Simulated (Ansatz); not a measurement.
Start from `C[O][ZnH]` and change one atom or group to get `C[O][SnH3]`.

Ansatz, PBE0-D4/def2-TZVP geometries, multiplicity 1. 

Elements past krypton have def2 core potentials. Scalar relativity is left out up to krypton.

| property | `C[O][ZnH]` |
| --- | --- |
| HOMO energy (PBE0/def2-TZVPP) / eV | -7.29 |
| LUMO energy (B3LYP/def2-TZVPP) / eV | -0.70 |
| HOMO–LUMO gap (B3LYP/def2-TZVPP) / eV | 6.38 |
| size of the dipole moment (PBE/def2-TZVPP) / D | 0.99 |
| HOMO energy (ωB97M-V/def2-TZVPP) / eV | -9.71 |
| LUMO energy (PBE/def2-TZVPP) / eV | -1.16 |

Give the same properties after the change, and the shifts. (An estimate is asked.)

Ansatz gave: 
```csv
property,`C[O][SnH3]`,shift
HOMO energy (PBE0/def2-TZVPP) / eV,-7.50,-0.21
LUMO energy (B3LYP/def2-TZVPP) / eV,-0.65,0.05
HOMO–LUMO gap (B3LYP/def2-TZVPP) / eV,6.62,0.24
size of the dipole moment (PBE/def2-TZVPP) / D,1.26,0.27
HOMO energy (ωB97M-V/def2-TZVPP) / eV,-9.88,-0.17
LUMO energy (PBE/def2-TZVPP) / eV,-1.19,-0.03
```

The zero-point energy changes by 36.7 kJ/mol with +6 modes. Dipoles are sizes alone; their direction can turn.

B3LYP here is the variant with VWN-RPA as its local correlation; programs differ in this.
